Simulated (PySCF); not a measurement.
The vertical singlet excitations below were computed for one of the candidates. Level of theory: TDDFT PBE0/def2-SVPD, vertical, gas phase, core orbitals frozen in the response (PySCF 2.14.0, density-fitted response routines). Geometries: GFN2-xTB, one conformer each.

| state | ν̃ (cm⁻¹) | f | main configurations (H = HOMO, L = LUMO) |
| --- | --- | --- | --- |
| S1 | 52570 | 0.011 | H→L (50%), H→L+1 (33%), H→L+2 (9%) |
| S2 | 56050 | 0.012 | H→L+4 (28%), H→L+3 (25%), H→L (23%) |
| S3 | 58870 | 0.053 | H→L+2 (37%), H→L+4 (24%), H→L (17%) |
| S4 | 60960 | 0.047 | H→L+3 (40%), H→L+2 (24%), H→L+4 (21%) |
| S5 | 63580 | 0.404 | H→L+1 (37%), H→L+2 (18%), H→L+3 (16%) |
| S6 | 64100 | 0.014 | H→L+5 (58%), H→L+6 (13%), H→L+3 (9%) |

Triplets computed (Tamm–Dancoff): 4.54, 6.14 eV.

Question: Which structure fits?
A. `CC([SiH3])([SiH3])C(F)(F)F`
B. `FC([SiH3])([SiH3])C(F)(F)F`
C. `CCCCC(F)=C(F)F`

Answer: C. Its S1, at 6.52 eV, is the lowest among the candidates; the nearest of the others has S1 at 7.27 eV. S1 is HOMO→LUMO (50%), HOMO→LUMO+1 (33%), HOMO→LUMO+2 (9%). Löwdin shares by element: HOMO carbon 57% or more, fluorine 22% or more (atoms not listed hold the other 21%); LUMO carbon 48% or more (atoms not listed hold the other 52%). At the same level the other candidates give, for their lowest levels:
- `FC(F)(F)C(F)([SiH3])[SiH3]`: 7.27 eV (f 0.052); 7.80 eV (f 0.048); 7.99 eV (f 0.087); 8.15 eV (f 0.005); 8.46 eV (f 0.046); T1 6.65 eV; HOMO -8.95, LUMO -0.22 eV
- `CC([SiH3])([SiH3])C(F)(F)F`: 7.76 eV (f 0.056); 8.02 eV (f 0.053); 8.36 eV (f 0.172); 8.44 eV (f 0.009); 8.60 eV (f 0.020); T1 7.30 eV; HOMO -8.82, LUMO 0.10 eV

The values belong to the conformer `[CH3:1][CH2:2][CH2:3][CH2:4][C:5]([F:6])=[C:7]([F:8])[F:9]`: C1–C2–C3–C4 -179°, C2–C3–C4–C5 177°, C3–C4–C5–F6 -72°.
